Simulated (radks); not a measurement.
The mean radii <r> (bohr) of the occupied orbitals of an atom or ion are listed with their occupations. All-electron calculation, scalar-relativistic Kohn-Sham, r2SCAN, spin-polarised, spherical densities, finite nucleus; meta-GGA in the generalised Kohn-Sham scheme; Fermi nuclear charge, rms radius of each element as measured or else 0.836 A^(1/3) + 0.57 fm. Program: a radial shooting solver on a logarithmic mesh with Libxc functionals.

orbital  occ.      <r>
1s up       1  0.02655
1s down     1  0.02653
2s up       1   0.1089
2s down     1   0.1091
2p up       1  0.09412

Name the element and its charge. Open shells, if any, are filled with parallel spins first.

Answer. Z = 54, xenon, charge +49: Xe49+ in [He] 2s2 2p1. The 1s radius gives Z: for a bare nucleus <r> = (2 gamma + 1)/(2Z) with gamma = sqrt(1 - (Z/c)^2), 0.02628 bohr for Z = 54, and screening makes it slightly larger (0.02655 here). The occupations add up to 5, and the charge is Z minus that.
